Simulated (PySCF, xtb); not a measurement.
C2HF2, SMILES FC(F)=[CH], multiplicity 2.

Harmonic wavenumbers (cm⁻¹) from GFN2-xTB (xtb 6.7.1) at its own minimum, in rising order: 347, 461, 469, 603, 632, 894, 1058, 1760, 3291.

Task: What does PBE0-D3(BJ)/def2-TZVP in PySCF give at its own minimum? (Estimate from the structure and the level; the computed values follow.)

Result: 422, 555, 562, 635, 742, 984, 1264, 1784, 3359. Paired by order, the mean absolute difference is 88 cm⁻¹ and the zero-point energies are 13.6 and 14.7 kcal/mol.
